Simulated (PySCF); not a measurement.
Structure problem from calculated spectra and properties.

Elements present: C, Cl, F, H and N. Monoisotopic mass: 139.0000 u.

| Quantity | Value |
| --- | --- |
| UV, first state | lowest singlet excitation: 6.92 eV (179 nm, f = 0.006) [TDDFT B3LYP/def2-SVPD] |
| Rotational structure | rotational constants A, B, C: 1.789, 1.575, 1.090 GHz [GFN2-xTB] |
| 13C NMR | chemical shifts (computed TMS as zero) by class: 118.8 (1 C), 92.4 (1 C), 86.1 (1 C), 47.9 (1 C) ppm [GIAO PBE0/pcSseg-1] |
| Polarisability | 66.0 au [B3LYP/def2-SVPD] |
| 1H NMR | chemical shifts (computed TMS as zero) by class: 5.18 (1 H), 5.16 (1 H), 4.29 (1 H), 3.88 (1 H) ppm [GIAO PBE0/pcSseg-1] |
| Triplet | lowest triplet excitation (Tamm–Dancoff): 6.23 eV [TDA B3LYP/def2-SVPD] |

The electronic properties come from PySCF, for the isolated species, density fitting. Levels stand in brackets. One conformer (not necessarily the lowest) at the GFN2-xTB geometry, without solvent, vibrations or thermal averaging. NMR classes are plain means over equivalent atoms (diastereotopic ones count apart unless rotation or inversion swaps them), as if these changed places fast.

Question: Which formula fits the mass and the elements?

Answer: C4H4ClF2N (calculated 139.0000). No other formula that holds each of these elements comes within 0.0003 u with a fitting electron parity and a possible valence count.

Question: Give a SMILES that accounts for the data.

Answer: Numbering: `[N:1]#[C:2][C@@:3]([F:4])([CH2:5][F:6])[CH2:7][Cl:8]`. Its formula, C4H4ClF2N, gives 2 degrees of unsaturation: 0 rings and 2 π bonds in the structure found. 4 carbons fall into 4 classes; from least to most shielded: nitrile carbon [C2] (118.8 ppm), sp3 C–F carbon [C3] (92.4 ppm), sp3 C–F carbon [C5] (86.1 ppm), sp3 C–Cl carbon [C7] (47.9 ppm). Hydrogen classes from least to most shielded: 1 H on an sp3 C–F carbon, C5 (5.18 ppm), 1 H on an sp3 C–F carbon, C5 (5.16 ppm), 1 H on an sp3 C–Cl carbon, C7 (4.29 ppm), 1 H on an sp3 C–Cl carbon, C7 (3.88 ppm). S1 is mainly HOMO−1→LUMO (weight 0.89); the largest Löwdin shares of the orbital it empties are 0.69 on the alkyl chlorine, 0.10 on the sp3 C–Cl carbon and 0.06 on an sp3 C–F carbon, of the orbital it fills 0.22 on the nitrile nitrogen, 0.19 on the nitrile carbon, 0.15 on the alkyl chlorine and 0.13 on an sp3 C–F carbon. The optimised geometry has point group C1 and is an asymmetric top. Structure: `N#C[C@@](F)(CF)CCl`. The assignments are read from this structure; whether some other isomer fits the data as well wasn't checked. The mirror image fits equally.

The values belong to the conformer `[N:1]#[C:2][C@@:3]([F:4])([CH2:5][F:6])[CH2:7][Cl:8]`: C2–C3–C5–F6 171°, C2–C3–C7–Cl8 -55°.
